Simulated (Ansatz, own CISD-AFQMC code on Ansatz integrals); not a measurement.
CH8Si2, SMILES `C[SiH2][SiH3]` (charge 0, multiplicity 1).

Z-matrix (Å, degrees):
```
Si
H 1 1.4906
H 1 1.4906 2 107.47
C 1 1.8768 2 110.17 3 -120.04
H 4 1.0921 1 110.70 2 179.25
H 4 1.0921 5 108.14 1 -121.42
H 4 1.0922 5 108.23 6 -117.03
Si 1 2.3402 2 108.93 3 117.88
H 8 1.4882 1 111.60 2 -58.47
H 8 1.4896 9 108.37 1 121.56
H 8 1.4896 9 108.37 10 116.88
```
Charge 0, spin multiplicity 1.

Frozen-core energies in cc-pVDZ from Ansatz (a first-principles code) at a geometry from PBE0-D3(BJ)/def2-TZVP; the HF reference has <S^2> = 0.00 and the T1 diagnostic is 0.011.

| level | energy (Ha) | difference from CCSDT(Q) (mHa) |
|---|---|---|
| HF | -620.38596 | 433.99 |
| MP2 | -620.74385 | 76.11 |
| CCSD | -620.80726 | 12.69 |
| CCSD(T) | -620.81803 | 1.93 |
| CCSDT | -620.81945 | 0.50 |
| phaseless AFQMC, CISD trial (own CISD-AFQMC code on Ansatz integrals; ±0.35 mHa) | -620.82020 | -0.25 |
| CCSDT(Q) | -620.81996 | 0.00 |
